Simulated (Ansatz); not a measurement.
`[F][GeH2][AlH2]` and `[F][GeH2][F]` differ in one atom or group.

Ansatz, PBE0-D4/def2-TZVP geometries, multiplicity 1. 

Scalar relativity is left out up to krypton.

| property | `[F][GeH2][AlH2]` |
| --- | --- |
| size of the dipole moment (ωB97M-V/def2-TZVPP) / D | 2.43 |
| ideal-gas entropy at 298 K and 1 bar (rigid rotor, harmonic PBE0-D4/def2-TZVP) / J/(mol·K) | 330 |
| HOMO energy (PBE0/def2-TZVPP) / eV | -7.80 |
| HOMO–LUMO gap (B3LYP/def2-TZVPP) / eV | 5.04 |
| HOMO–LUMO gap (ωB97M-V/def2-TZVPP) / eV | 9.09 |
| size of the dipole moment (PBE/def2-TZVPP) / D | 2.21 |

Task: Give the same properties after the change, and the shifts. (Estimate.)

Result: The calculation gave: 
```tsv
property	`[F][GeH2][F]`	shift
size of the dipole moment (ωB97M-V/def2-TZVPP) / D	2.60	0.17
ideal-gas entropy at 298 K and 1 bar (rigid rotor, harmonic PBE0-D4/def2-TZVP) / J/(mol·K)	277	-53
HOMO energy (PBE0/def2-TZVPP) / eV	-10.04	-2.24
HOMO–LUMO gap (B3LYP/def2-TZVPP) / eV	9.52	4.48
HOMO–LUMO gap (ωB97M-V/def2-TZVPP) / eV	14.17	5.08
size of the dipole moment (PBE/def2-TZVPP) / D	2.41	0.20
```

With PBE0 the HOMO falls by 2.24 eV and the LUMO rises by 2.36 eV, so the gap widens by about 4.60 eV. PBE moves the HOMO by -1.80 eV and ωB97M-V by -2.50 eV. The zero-point energy changes by -27.6 kJ/mol with -6 modes. Dipoles are sizes alone; their direction can turn.

B3LYP here is the variant with VWN-RPA as its local correlation; programs differ in this.
